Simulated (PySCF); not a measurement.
The third ionisation energy along the 4p block

All values are computed (PySCF 2.14, energy differences of UHF-based or UKS calculations, no spin-orbit coupling). Values in eV. The last column holds reference values (NIST; (s) semi-empirical, (t) theoretical, else measured). Unmarked ones compare directly (S terms, centres of terms, or small fine structure); those marked * lie between the lowest fine-structure levels and include a spin-orbit shift.

| element | configurations | UHF | MP2 (valence) | SCS-MP2 (valence and next inner shell) | CCSD(T) (valence and next inner shell) | PBE0 | r2SCAN | reference |
| --- | --- | --- | --- | --- | --- | --- | --- | --- |
| Ga (ANO-RCC-VTZP, spin-free X2C) | [Ar] 3d10 4s1 → [Ar] 3d10 | 29.642 | n/a | 30.351 | 30.431 | 31.145 | 31.269 | 30.726 |
| Ge (ANO-RCC-VTZP, spin-free X2C) | [Ar] 3d10 4s2 → [Ar] 3d10 4s1 | 32.244 | 32.966 | 33.716 | 33.814 | 34.064 | 34.078 | 34.058 |
| As (ANO-RCC-VTZP, spin-free X2C) | [Ar] 3d10 4s2 4p1 → [Ar] 3d10 4s2 | 27.482 | 27.728 | 27.788 | 27.914 | 28.106 | 28.304 | 28.349 ± 0.012 * |
| Se (ANO-RCC-VTZP, spin-free X2C) | [Ar] 3d10 4s2 4p2 → [Ar] 3d10 4s2 4p1 | 30.998 | 31.381 | 31.371 | 31.507 | 31.628 | 31.827 | 31.697 ± 0.019 * |
| Br (ANO-RCC-VTZP, spin-free X2C) | [Ar] 3d10 4s2 4p3 → [Ar] 3d10 4s2 4p2 | 34.661 | 35.176 | 35.081 | 35.223 | 35.243 | 35.462 | 34.871 ± 0.019 * |
| Kr (ANO-RCC-VTZP, spin-free X2C) | [Ar] 3d10 4s2 4p4 → [Ar] 3d10 4s2 4p3 | 34.337 | 35.041 | 35.168 | 35.247 | 35.541 | 35.615 | 35.838 ± 0.02 * |

"Valence" correlates the outer s and p shells and, in groups 3 to 12 and the f block, the outer d or f shell, open or full, or the next shell where the ion has no valence electron left; the wider scheme adds the next inner shell.
